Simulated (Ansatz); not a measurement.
`C[O][Sb]([F])[SiH3]` + H–F → `C[O][Sb]([F])[F]` + SiH₄ at 400 K and 1 bar (cleavage of the Sb–Si bond).

Computed with Ansatz on PBE0-D4/def2-TZVP structures; ΔE is electronic, products minus reactants. CBS: MP2 limit from def2 TZ/QZ plus the TZ coupled-cluster correction, frozen cores. This one scheme is used for every species. def2 core potentials past Kr. For Sb outer-core shells are correlated without core-valence functions, which leaves a few kJ/mol of doubt a bond. One conformer a species, not always the lowest.

| species | CCSD(T)/CBS energy (Eh) | H − E (kJ/mol) | S (J/(mol·K)) |
| --- | --- | --- | --- |
| `C[O][Sb]([F])[SiH3]` | -745.74684 | 218.6 | 445.8 |
| H–F | -100.39570 | 36.5 | 182.2 |
| `C[O][Sb]([F])[F]` | -554.71002 | 151.5 | 392.6 |
| SiH₄ | -291.46306 | 96.9 | 218.6 |

H − E and S are ideal-gas, rigid-rotor, harmonic terms from PBE0-D4/def2-TZVP, for one conformer and one mirror image of each species. 1 Eh = 2625.50 kJ/mol, R = 8.31446 J/(mol·K).

Question: By hand: ΔE, ΔH, ΔS and ΔG.

Answer: ΔE = (-554.71002) + (-291.46306) − (-745.74684) − (-100.39570) = -0.03054 Eh = -80.2 kJ/mol. Δ(H − E) = 151.5 + 96.9 − 218.6 − 36.5 = -6.7, so ΔH = -86.9 kJ/mol. ΔS = 392.6 + 218.6 − 445.8 − 182.2 = -16.8 J/(mol·K). ΔG = -86.9 − 400 × (-16.8)/1000 = -80.2 kJ/mol.

Question: By hand: the equilibrium constant, and the temperature at which ΔG would vanish if ΔH and ΔS stayed fixed.

Answer: log₁₀ K = −ΔG/(RT ln 10) = 10.5. ΔG = 0 at ΔH/ΔS = 5173 K, far beyond where these terms or the molecules hold.

ΔH outweighs TΔS. A doubt of 5 kJ/mol in ΔE shifts log₁₀ K by 0.7 here. Other conformers and mirror images would add mixing entropy, several J/(mol·K) or more a flexible species. Modes under 60 cm⁻¹, often nearly free rotors, make the harmonic entropy too high. These are equilibria of isolated gas molecules and say nothing of rates. Largest T1 diagnostic: 0.015 (customary marks: 0.02 for closed shells, 0.045 for open ones).
